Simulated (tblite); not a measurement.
Record of a relaxation.

Compound: C₆H₁₀BF (charge -1 and doublet state).
Numbering: `[CH2-:1][CH:2][CH2:3][BH:4]/[CH:5]=[CH:6]\[CH2:7][F:8]` (hydrogens: H9, H10 on C1; H11 on C2; H12, H13 on C3; H14 on B4; H15 on C5; H16 on C6; H17, H18 on C7)
Bond orders are those of one Lewis drawing.

Computed with GFN2-xTB (tblite), gas phase: L-BFGS steps from a force-field or distance-geometry start until the largest atomic force falls under 0.01 eV/Å. 9 of its 175 geometries are shown.

Step 0: E = -651.4425 eV, largest atomic force 5.258 eV/Å
```
atom  x, y, z in Å  |  force x, y, z in eV/Å
C1     -3.613   -0.531   -0.626    3.630  -2.729  -0.320
C2     -2.107   -0.560   -0.676   -4.349   2.878   0.670
C3     -1.496    0.151    0.544    0.150  -0.611   0.035
B4      0.079    0.006    0.547    1.087   0.544  -0.491
C5      0.962    0.701   -0.537   -2.211  -0.633   1.125
C6      2.300    0.638   -0.599    0.980   0.102  -0.201
C7      3.145   -0.116    0.390   -0.737   0.105  -0.149
F8      4.488    0.009    0.069   -0.006  -0.178   0.215
H9     -4.026   -1.008   -1.538   -0.181   0.559   0.303
H10    -3.997   -1.080    0.269    0.010   0.894  -0.461
H11    -1.756   -0.091   -1.611    0.192  -0.708   0.220
H12    -1.910   -0.293    1.478   -0.100   0.342  -0.525
H13    -1.773    1.236    0.523   -0.056  -0.648  -0.060
H14     0.588   -0.598    1.440    0.051  -0.031  -0.095
H15     0.442    1.284   -1.305    0.314  -0.103   0.093
H16     2.809    1.166   -1.389    0.497  -0.004  -0.056
H17     2.989    0.293    1.418    0.309  -0.312  -0.421
H18     2.869   -1.200    0.378    0.422   0.533   0.117
```

Step 22: E = -653.0116 eV, largest atomic force 0.219 eV/Å
```
atom  x, y, z in Å  |  force x, y, z in eV/Å
C1     -3.448   -0.835   -0.653   -0.043  -0.025   0.042
C2     -2.281   -0.194   -0.645    0.084   0.044  -0.051
C3     -1.560    0.277    0.566   -0.032  -0.030   0.019
B4      0.036   -0.046    0.506    0.121   0.011  -0.031
C5      0.910    0.622   -0.504   -0.025   0.017  -0.022
C6      2.294    0.619   -0.606    0.037  -0.023   0.015
C7      3.163   -0.104    0.362   -0.005  -0.036   0.023
F8      4.518    0.016    0.041    0.012  -0.003  -0.018
H9     -3.889   -1.243   -1.554   -0.014   0.062   0.038
H10    -4.012   -0.971    0.258    0.019  -0.178  -0.008
H11    -1.782   -0.015   -1.587    0.099   0.003  -0.104
H12    -2.012   -0.205    1.437   -0.141   0.100   0.135
H13    -1.728    1.357    0.673    0.032   0.056  -0.004
H14     0.474   -0.762    1.360   -0.048  -0.007  -0.074
H15     0.455    1.228   -1.294   -0.096   0.021   0.048
H16     2.818    1.180   -1.370    0.019  -0.028   0.020
H17     3.078    0.271    1.398   -0.020   0.035  -0.022
H18     2.959   -1.187    0.388    0.003  -0.019  -0.008
```

Step 44: E = -653.0970 eV, largest atomic force 0.087 eV/Å
```
atom  x, y, z in Å  |  force x, y, z in eV/Å
C1     -3.285   -0.959   -0.637    0.059  -0.001   0.037
C2     -2.264   -0.096   -0.611   -0.042   0.010   0.011
C3     -1.585    0.448    0.587   -0.004   0.035   0.018
B4     -0.042   -0.085    0.512   -0.075   0.039  -0.021
C5      0.863    0.618   -0.446    0.019  -0.011  -0.004
C6      2.237    0.561   -0.609    0.017   0.008   0.013
C7      3.134   -0.150    0.343    0.021  -0.033   0.020
F8      4.479   -0.025   -0.015    0.013   0.000  -0.039
H9     -3.661   -1.379   -1.560   -0.009  -0.007   0.008
H10    -3.764   -1.306    0.267    0.039  -0.031   0.013
H11    -1.845    0.227   -1.558    0.014  -0.005   0.010
H12    -2.107    0.142    1.500   -0.028  -0.019  -0.057
H13    -1.602    1.545    0.547   -0.034  -0.014   0.009
H14     0.269   -1.001    1.208    0.035   0.045  -0.010
H15     0.391    1.312   -1.150    0.054  -0.002  -0.013
H16     2.750    1.133   -1.371    0.020   0.035  -0.004
H17     3.075    0.254    1.369   -0.034  -0.005   0.031
H18     2.949   -1.234    0.400   -0.065  -0.045  -0.023
```

Step 65: E = -653.1524 eV, largest atomic force 0.071 eV/Å
```
atom  x, y, z in Å  |  force x, y, z in eV/Å
C1     -3.029   -1.157   -0.571    0.023  -0.004  -0.025
C2     -2.301   -0.035   -0.605    0.071   0.003   0.002
C3     -1.647    0.621    0.548    0.006   0.004   0.000
B4     -0.099    0.118    0.467    0.036  -0.031   0.022
C5      0.869    0.791   -0.452   -0.008   0.009  -0.008
C6      2.237    0.613   -0.563   -0.012   0.010  -0.016
C7      3.006   -0.312    0.316   -0.013   0.010   0.005
F8      4.359   -0.351   -0.029   -0.006  -0.008  -0.016
H9     -3.393   -1.636   -1.469    0.004  -0.013   0.001
H10    -3.226   -1.673    0.355   -0.050   0.005   0.033
H11    -2.106    0.425   -1.569    0.010  -0.022  -0.001
H12    -2.130    0.317    1.482   -0.005   0.007   0.001
H13    -1.728    1.709    0.458   -0.028   0.011   0.004
H14     0.206   -0.800    1.164   -0.012  -0.014  -0.004
H15     0.489    1.548   -1.142    0.008   0.039   0.003
H16     2.841    1.192   -1.251    0.008  -0.003   0.001
H17     2.989   -0.012    1.378   -0.006   0.006   0.018
H18     2.654   -1.353    0.258   -0.028  -0.007  -0.020
```

Step 87: E = -653.1696 eV, largest atomic force 0.069 eV/Å
```
atom  x, y, z in Å  |  force x, y, z in eV/Å
C1     -2.947   -1.204   -0.538   -0.031  -0.026   0.017
C2     -2.216   -0.085   -0.599    0.002   0.024   0.003
C3     -1.651    0.660    0.547   -0.005  -0.007   0.011
B4     -0.101    0.180    0.473   -0.025   0.054  -0.035
C5      0.865    0.895   -0.420    0.016   0.015   0.026
C6      2.222    0.672   -0.546    0.031  -0.034   0.008
C7      2.922   -0.354    0.277    0.008  -0.023  -0.014
F8      4.263   -0.499   -0.087   -0.002   0.010  -0.023
H9     -3.238   -1.760   -1.419    0.023   0.015  -0.018
H10    -3.235   -1.640    0.405   -0.012  -0.011   0.044
H11    -1.944    0.305   -1.573    0.007   0.000  -0.058
H12    -2.148    0.379    1.479   -0.025  -0.024   0.010
H13    -1.781    1.739    0.406    0.032  -0.006  -0.016
H14     0.201   -0.784    1.102   -0.029  -0.008   0.037
H15     0.508    1.715   -1.049   -0.018  -0.014  -0.001
H16     2.856    1.245   -1.211    0.010   0.021   0.024
H17     2.942   -0.102    1.353    0.005  -0.009  -0.019
H18     2.473   -1.354    0.173    0.013   0.025   0.004
```

Step 109: E = -653.1813 eV, largest atomic force 0.060 eV/Å
```
atom  x, y, z in Å  |  force x, y, z in eV/Å
C1     -2.929   -1.245   -0.513    0.048   0.036  -0.002
C2     -2.185   -0.137   -0.624    0.000  -0.024   0.024
C3     -1.677    0.692    0.493   -0.031   0.002  -0.009
B4     -0.123    0.223    0.520   -0.016  -0.016  -0.010
C5      0.872    0.951   -0.329    0.000   0.005  -0.008
C6      2.226    0.719   -0.481    0.013   0.028   0.030
C7      2.918   -0.398    0.217    0.006   0.026   0.001
F8      4.209   -0.609   -0.283   -0.019  -0.013  -0.006
H9     -3.158   -1.876   -1.360   -0.017   0.004  -0.011
H10    -3.277   -1.597    0.446   -0.018  -0.014   0.031
H11    -1.847    0.162   -1.611   -0.003   0.014  -0.008
H12    -2.228    0.475    1.414    0.009  -0.014  -0.003
H13    -1.797    1.758    0.268    0.010  -0.020  -0.009
H14     0.149   -0.728    1.185   -0.009   0.008  -0.021
H15     0.525    1.811   -0.908    0.001   0.016  -0.014
H16     2.868    1.377   -1.055   -0.002  -0.036   0.020
H17     3.062   -0.222    1.301    0.015  -0.008  -0.031
H18     2.382   -1.349    0.094    0.012   0.005   0.027
```

Step 130: E = -653.2174 eV, largest atomic force 0.202 eV/Å
```
atom  x, y, z in Å  |  force x, y, z in eV/Å
C1     -2.983   -1.291   -0.491   -0.057  -0.051   0.061
C2     -2.241   -0.199   -0.685    0.113   0.051   0.016
C3     -1.694    0.679    0.377   -0.064   0.023   0.053
B4     -0.138    0.218    0.466    0.022   0.019  -0.126
C5      0.918    1.013   -0.236   -0.061  -0.007  -0.031
C6      2.288    0.805   -0.312    0.025   0.031   0.041
C7      2.971   -0.379    0.234    0.034  -0.066   0.069
F8      3.969   -0.880   -0.662   -0.130  -0.003   0.154
H9     -3.270   -1.954   -1.294    0.020  -0.013  -0.047
H10    -3.298   -1.591    0.497   -0.022   0.024   0.006
H11    -1.920    0.038   -1.696   -0.033   0.039   0.031
H12    -2.223    0.512    1.320   -0.071  -0.017  -0.019
H13    -1.819    1.733    0.105    0.063  -0.041  -0.038
H14     0.053   -0.787    1.080    0.079   0.036  -0.034
H15     0.621    1.938   -0.746   -0.035  -0.079   0.077
H16     2.947    1.547   -0.750    0.018   0.044  -0.022
H17     3.546   -0.196    1.169   -0.017  -0.043  -0.185
H18     2.264   -1.199    0.396    0.117   0.053  -0.004
```

Step 152: E = -653.2549 eV, largest atomic force 0.028 eV/Å
```
atom  x, y, z in Å  |  force x, y, z in eV/Å
C1     -3.136   -1.254   -0.515   -0.020  -0.018  -0.006
C2     -2.311   -0.226   -0.715    0.015   0.007   0.001
C3     -1.660    0.585    0.336    0.012   0.006   0.004
B4     -0.103    0.098    0.358   -0.010   0.006   0.011
C5      0.948    0.984   -0.222   -0.002  -0.002  -0.005
C6      2.338    0.869   -0.221    0.015  -0.005  -0.009
C7      3.066   -0.268    0.327   -0.012   0.018   0.011
F8      3.716   -1.103   -0.692    0.001   0.006  -0.008
H9     -3.507   -1.866   -1.325    0.005  -0.008  -0.006
H10    -3.448   -1.548    0.476    0.009   0.012   0.002
H11    -2.020    0.016   -1.733   -0.001   0.006   0.006
H12    -2.159    0.424    1.298   -0.009  -0.003  -0.013
H13    -1.734    1.648    0.087   -0.004  -0.002  -0.001
H14     0.098   -0.961    0.860    0.011   0.002   0.007
H15     0.618    1.919   -0.686    0.006   0.002   0.008
H16     2.951    1.653   -0.659   -0.007  -0.010   0.004
H17     3.929   -0.002    0.958   -0.003   0.000  -0.023
H18     2.406   -0.962    0.844   -0.005  -0.020   0.016
```

Step 174: E = -653.2564 eV, largest atomic force 0.009 eV/Å
```
atom  x, y, z in Å  |  force x, y, z in eV/Å
C1     -3.109   -1.270   -0.515    0.004   0.006  -0.002
C2     -2.293   -0.237   -0.723   -0.004  -0.005   0.000
C3     -1.672    0.602    0.325    0.005  -0.004   0.003
B4     -0.113    0.126    0.385    0.003  -0.006   0.005
C5      0.945    1.007   -0.189   -0.001  -0.004   0.000
C6      2.334    0.874   -0.196   -0.006   0.002  -0.002
C7      3.054   -0.284    0.311   -0.001  -0.005  -0.007
F8      3.650   -1.121   -0.748   -0.003  -0.003  -0.002
H9     -3.457   -1.907   -1.316    0.002   0.000  -0.005
H10    -3.434   -1.543    0.478    0.002   0.001  -0.002
H11    -1.986   -0.012   -1.740    0.002   0.002   0.004
H12    -2.192    0.456    1.277   -0.002   0.001   0.005
H13    -1.750    1.659    0.052    0.001   0.000  -0.001
H14     0.087   -0.929    0.897   -0.001   0.006   0.002
H15     0.626    1.952   -0.639   -0.001  -0.002  -0.006
H16     2.952    1.655   -0.632    0.004  -0.001   0.005
H17     3.948   -0.045    0.906    0.001   0.006   0.002
H18     2.403   -0.978    0.842   -0.005   0.006   0.000
```

Q: Summarise the path.

A: The energy falls by 175.01 kJ/mol from step 0 to step 174; nine tenths of that is first reached at step 36. It rises by more than 0.2 meV at step 126. The largest force goes from 5.258 to 0.009 eV/Å. Among the bonds C1–C2 changes most, from 1.508 to 1.333 Å; the atoms move by 0.800 Å rms after alignment.

Q: Follow the three bonds and two angles with the largest change from start to end.

A: 
```csv
step,E above end (kJ/mol),largest force (eV/Å),C1–C2 (Å),C7–F8 (Å),B4–C5 (Å),C1–C2–C3 (°),C2–C1–H9 (°)
0,175.01,5.258,1.508,1.386,1.562,111.2,109.7
8,32.48,0.287,1.329,1.398,1.488,125.2,122.2
15,27.50,0.208,1.331,1.398,1.491,125.3,123.4
23,23.20,0.196,1.332,1.397,1.491,125.7,123.1
30,19.56,0.166,1.333,1.399,1.500,125.4,123.4
38,16.30,0.101,1.337,1.397,1.496,126.9,121.8
45,15.27,0.125,1.337,1.397,1.495,127.1,122.2
53,12.13,0.199,1.334,1.395,1.491,125.0,123.3
61,10.37,0.084,1.338,1.398,1.494,126.0,123.1
68,9.85,0.059,1.339,1.398,1.495,126.4,121.9
76,8.98,0.093,1.340,1.397,1.497,127.0,121.8
83,8.58,0.074,1.340,1.397,1.496,126.5,122.2
91,8.13,0.048,1.340,1.397,1.497,125.7,122.4
98,7.85,0.061,1.339,1.398,1.497,125.7,122.3
106,7.41,0.067,1.339,1.399,1.496,126.1,122.2
113,7.11,0.039,1.339,1.401,1.497,126.3,122.2
121,6.77,0.082,1.339,1.404,1.498,126.4,122.4
129,4.36,0.183,1.337,1.424,1.497,126.0,122.9
136,1.03,0.109,1.336,1.452,1.492,125.9,122.6
144,0.32,0.051,1.333,1.466,1.493,126.0,122.2
151,0.16,0.033,1.333,1.469,1.493,126.1,122.5
159,0.04,0.017,1.333,1.473,1.492,126.1,122.5
166,0.02,0.011,1.333,1.474,1.492,126.0,122.6
174,0.00,0.009,1.333,1.475,1.492,125.9,122.5
```

What follows is the cost of the whole relaxation. The run took 0.87 s wall on Arm Neoverse V2, one thread, no GPU, on a shared host.
